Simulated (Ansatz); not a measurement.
`[F][Ti]([Cl])([Cl])[SeH]` + `[SH][SnH2][SH]` → `[SH][SnH2][SeH]` + `[F][Ti]([SH])([Cl])[Cl]`  (redistribution)

Isolated molecules relaxed with PBE0-D4/def2-TZVP in Ansatz; ΔE leaves out vibrations. CBS: MP2 limit from def2 TZ/QZ plus the TZ coupled-cluster correction, frozen cores. DFT in def2-TZVPP. B3LYP here is the variant with VWN-RPA as its local correlation; programs differ in this. HSE06 is defined as in plane-wave codes. def2 core potentials past Kr. For Se, Sn, Ti outer-core shells are correlated without core-valence functions, which leaves a few kJ/mol of doubt a bond. Scalar relativity is left out up to krypton. Each species was taken in one conformer, which may not be the lowest.

| level | ΔE (kJ/mol) | difference from CCSD(T)/CBS |
| --- | --- | --- |
| LDA (SPW92) | -9.2 | -1.2 |
| revPBE-D4 | -8.6 | -0.6 |
| BLYP-D4 | -8.9 | -0.9 |
| r2SCAN-D4 | -8.8 | -0.8 |
| B97M-V | -8.3 | -0.3 |
| B3LYP-D4 | -9.5 | -1.5 |
| r2SCANh-D4 | -9.3 | -1.3 |
| r2SCAN0-D4 | -9.9 | -1.9 |
| HSE06-D4 | -9.6 | -1.6 |
| BHLYP-D4 | -10.7 | -2.7 |
| CAM-B3LYP-D4 | -10.2 | -2.2 |
| ωB97X-V | -10.2 | -2.2 |
| ωB97M-V | -10.3 | -2.3 |
| B2PLYP | -6.1 | 1.9 |
| PBE-QIDH | -6.9 | 1.1 |
| PBE | -8.9 | -0.9 |
| revPBE | -8.7 | -0.7 |
| BLYP | -9.2 | -1.2 |
| r2SCAN | -8.9 | -0.9 |
| PBE0 | -9.8 | -1.8 |
| r2SCAN0 | -10.0 | -2.0 |
| HSE06 | -9.8 | -1.8 |
| BHLYP | -11.0 | -3.0 |
| CAM-B3LYP | -10.4 | -2.4 |
| LC-ωPBE | -10.0 | -2.0 |
| HF/def2-SVP | -12.5 | -4.5 |
| MP2/def2-SVP | -8.8 | -0.8 |
| CCSD/def2-SVP | -12.1 | -4.1 |
| CCSD(T)/def2-SVP | -10.7 | -2.7 |
| HF/def2-TZVPP | -12.8 | -4.8 |
| MP2/def2-TZVPP | -3.3 | 4.7 |
| SCS-MP2/def2-TZVPP | -4.4 | 3.6 |
| CCSD/def2-TZVPP | -7.5 | 0.5 |
| CCSD(T)/def2-TZVPP | -5.9 | 2.1 |
| HF/def2-QZVPP | -12.6 | -4.6 |
| MP2/def2-QZVPP | -4.5 | 3.5 |
| SCS-MP2/def2-QZVPP | -5.5 | 2.5 |
| HF/CBS(def2) | -12.6 | -4.6 |
| MP2/CBS(def2) | -5.4 | 2.6 |
| CCSD/CBS(def2) | -9.7 | -1.7 |
| CCSD(T)/CBS | -8.0 | 0 |

(1) What do rigid-rotor, harmonic-oscillator terms from PBE0-D4/def2-TZVP frequencies (298.15 K, 1 bar) make of the CCSD(T)/CBS value? (Best estimate.)

Largest T1 diagnostic among the species: 0.026, so the coupled-cluster value is less sure than usual.

## Answers

(1) Computed: ΔZPE = -0.4 kJ/mol, ΔH = -8.2 kJ/mol, ΔS = 1 J/(mol·K), ΔG = -8.5 kJ/mol. Modes under 50 cm⁻¹ make the entropy rough.

In def2-TZVPP, CCSD(T) changes the Hartree–Fock value by +6.9 kJ/mol (the triples alone add +1.7 kJ/mol) and MP2 by +9.5 kJ/mol. Leaving LDA and LC-ωPBE aside and taking each functional with its dispersion term where it has one, the values spread over 4.6 kJ/mol, from BHLYP-D4 to B2PLYP.

CCSD(T)/CBS has its own doubt, a few kJ/mol and more with outer-core shells, so smaller differences from it don't rank the levels.
